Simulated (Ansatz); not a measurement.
Consider the formal exchange of groups at the Si–C bond: `C#C[Si](C)(F)F` + `[GaH3]` → `C#C[Si](F)(F)[GaH2]` + CH₄.

Program: Ansatz. Geometries: PBE0-D4/def2-TZVP. ΔE: electronic, gas phase. CCSD(T)/CBS adds triple-zeta CCSD(T) − MP2 to the extrapolated MP2 energy (def2 sets, frozen cores). This one scheme is used for every species. DFT in def2-TZVPP. HSE06 is defined as in plane-wave codes. For Ga outer-core shells are correlated without core-valence functions, which leaves a few kJ/mol of doubt a bond. Scalar relativity is left out up to krypton.

```
             level  ΔE (kcal/mol)
            PBE-D4           -1.5
        r2SCAN0-D4            2.1
             HSE06            0.3
         CAM-B3LYP            2.2
     HF/def2-TZVPP            3.9
   CCSD/def2-TZVPP            2.2
    MP2/def2-QZVPP            2.3
SCS-MP2/def2-QZVPP            2.3
```

Question: What does CCSD(T)/CBS give? (An estimate is asked.)

Answer: Ansatz gave: +1.3 kcal/mol. The listed levels differ from it by -2.8, 0.8, -1.0, 0.9, 2.6, 0.9, 1.0, 1.0 kcal/mol.

Largest T1 diagnostic among the species: 0.013.

From BLYP to BHLYP (50 % exact exchange), in def2-TZVPP and without D4, ΔE moves by +3.4 kcal/mol. In def2-TZVPP, CCSD(T) changes the Hartree–Fock value by −2.0 kcal/mol (the triples alone add −0.4 kcal/mol) and MP2 by −1.3 kcal/mol.

CCSD(T)/CBS has its own doubt, a few kJ/mol and more with outer-core shells, so smaller differences from it don't rank the levels.
